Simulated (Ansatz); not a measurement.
Consider the ligand exchange at the Si–C bond: `CN[SiH2]C=O` + `BN` → `BN[SiH2]NC` + `C=O`.

Gas-phase electronic energies from Ansatz, PBE0-D4/def2-TZVP geometries. CBS: MP2 limit from def2 TZ/QZ plus the TZ coupled-cluster correction, frozen cores. This one scheme is used for every species. DFT in def2-TZVPP. B3LYP here is the variant with VWN-RPA as its local correlation; programs differ in this. Each species was taken in one conformer, which may not be the lowest.

`CN[SiH2]C=O`:

Cartesian coordinates in Å:
```
C 0.979 0.957 1.124
N -0.143 1.062 0.211
Si -0.408 -0.029 -1.069
C -0.795 -1.833 -0.511
O -0.877 -2.144 0.653
H 1.264 1.943 1.503
H 1.845 0.555 0.592
H 0.780 0.299 1.977
H -0.947 1.521 0.610
H -1.569 0.431 -1.877
H 0.812 -0.138 -1.918
H -0.941 -2.623 -1.293
```

`BN`:

Cartesian coordinates in Å:
```
B -0.336 -0.485 0.344
N 0.346 0.498 -0.354
H -0.528 -1.543 -0.182
H -0.716 -0.250 1.455
H 0.541 1.409 0.026
H 0.693 0.370 -1.289
```

`BN[SiH2]NC`:

```xyz
14

B     1.561   -0.039   -1.896
N     1.176   -0.732   -0.745
Si    0.772   -0.042    0.811
N    -0.867   -0.166    1.260
C    -1.963    0.473    0.567
H     1.654    1.155   -1.851
H     1.790   -0.640   -2.908
H     1.098   -1.737   -0.829
H     1.171    1.380    0.682
H     1.520   -0.769    1.869
H    -1.144   -0.876    1.917
H    -1.586    1.316   -0.017
H    -2.483   -0.197   -0.129
H    -2.700    0.873    1.269
```

`C=O`:

Z-matrix (Å, degrees):
```
C
O 1 1.195
H 1 1.109 2 122.0
H 1 1.109 2 122.0 3 -180.0
```

Task: Is it downhill or uphill in electronic energy at CCSD(T)/CBS, and by how much? (Estimate.)

Result: Ansatz gave: Downhill: ΔE = -70.8 kJ/mol.

Task: What do these levels give: r2SCAN-D4, PBE, B3LYP, MP2/def2-TZVPP, CCSD(T)/def2-TZVPP, HF/CBS(def2)? (Estimate.)

Result: Ansatz gave: r2SCAN-D4 -63.5, PBE -53.8, B3LYP -62.2, MP2/def2-TZVPP -76.0, CCSD(T)/def2-TZVPP -71.6, HF/CBS(def2) -78.2 kJ/mol.

Largest T1 diagnostic among the species: 0.015.

From PBE to PBE0 (25 % exact exchange), in def2-TZVPP and without D4, ΔE moves by −7.1 kJ/mol.
